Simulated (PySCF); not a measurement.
All values are calculated (PySCF 2.14): shieldings: GIAO PBE0/pcSseg-1, GFN2-xTB structure. No solvent model, averaged over atoms made equivalent by symmetry, fast rotation or ring inversion, single conformer, relativity neglected.

References, each an isolated molecule treated in the same way: 1H (σ = 31.72 ppm), 13C (σ = 186.93 ppm) vs TMS. Shifts are as computed. Against solution values, carbons near 30 ppm lie about +3 ppm off and those near 130 ppm about +5 ppm. Of 1309 compounds with measured shifts, 239 miss one by over three times the rms of a fit or turn the order of signals round; such compounds aren't used in these exercises. OH and NH positions are gas-phase values without hydrogen bonding to other molecules.

Question: Order these molecules by the shift of their most shielded carbon, lowest δ first.
A. C=C(CC(C)=O)[SiH2]C#N
B. N#C[C@@H]1[SiH2]C[C@@]12C[C@H]2O
C. CC(=O)/C(=C/C#N)C[SiH3]
D. C=CC#C/C=C/CF

Answer: B (15.9 ppm, sp3 CH bonded to Si, α to a nitrile), C (21.5 ppm, allylic sp3 CH2 bonded to Si), A (31.9 ppm, methyl carbon α to a carbonyl), D (87.7 ppm, allylic sp3 CH2 bonded to F).

Question: Order these molecules by the shift of their most deshielded carbon-bound hydrogen, lowest δ first.
A. C=C(CC(C)=O)[SiH2]C#N
B. C=CC#C/C=C/CF
C. N#C[C@@H]1[SiH2]C[C@@]12C[C@H]2O
D. CC(=O)/C(=C/C#N)C[SiH3]

Answer: C (3.59 ppm, hydrogen on a three-membered-ring carbon), D (5.55 ppm, hydrogen on a β carbon of a C=C–C=O unit), A (6.19 ppm, hydrogen on a terminal =CH2 carbon), B (6.75 ppm, hydrogen on an alkene CH).

Question: How many 13C and 1H signals does each give (equivalence by symmetry and fast rotation, but not about amide C–N or C=N bonds)? `CC(=O)/C(=C/C#N)C[SiH3]`, `C=CC#C/C=C/CF`, `N#C[C@@H]1[SiH2]C[C@@]12C[C@H]2O`, `C=C(CC(C)=O)[SiH2]C#N`

Answer: CC(=O)/C(=C/C#N)C[SiH3]: 6 C, 4 H; C=CC#C/C=C/CF: 7 C, 6 H; N#C[C@@H]1[SiH2]C[C@@]12C[C@H]2O: 6 C, 9 H; C=C(CC(C)=O)[SiH2]C#N: 6 C, 5 H.
